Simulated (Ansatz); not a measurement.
`[BH2][AlH][O]C` + `C[SeH]` → `B[Se]C` + `C[O][AlH2]`  (cleavage of the B–Al bond)

Isolated molecules relaxed with PBE0-D4/def2-TZVP in Ansatz; ΔE leaves out vibrations. CBS: MP2 limit from def2 TZ/QZ plus the TZ coupled-cluster correction, frozen cores. DFT in def2-TZVPP. HSE06 is defined as in plane-wave codes. For Se outer-core shells are correlated without core-valence functions, which leaves a few kJ/mol of doubt a bond. Scalar relativity is left out up to krypton. One conformer a species, not always the lowest.

```json
{"level": "HSE06-D4", "ΔE (eV)": "-1.39"}
{"level": "CCSD/CBS(def2)", "ΔE (eV)": "-1.36"}
```

Task: What does CCSD(T)/CBS give? (An estimate is asked.)

Result: The calculation gave: -1.41 eV. The listed levels differ from it by 0.02, 0.05 eV.

Task: What do rigid-rotor, harmonic-oscillator terms from PBE0-D4/def2-TZVP frequencies (298.15 K, 1 bar) make of the CCSD(T)/CBS value? (Best estimate.)

Result: Ansatz gave: ΔZPE = +0.03 eV, ΔH = -1.40 eV, ΔS = -14 J/(mol·K), ΔG = -1.35 eV.

Largest T1 diagnostic among the species: 0.013.

From PBE to PBE0 (25 % exact exchange), in def2-TZVPP and without D4, ΔE moves by +0.04 eV. Leaving LDA and LC-ωPBE aside and taking each functional with its dispersion term where it has one, the values, not all of them listed here, spread over 0.17 eV, from B97M-V to ωB97X-V. LDA lies −0.11 eV from PBE without D4. In def2-TZVPP, CCSD(T) changes the Hartree–Fock value by −0.16 eV (the triples alone add −0.05 eV) and MP2 by −0.27 eV.
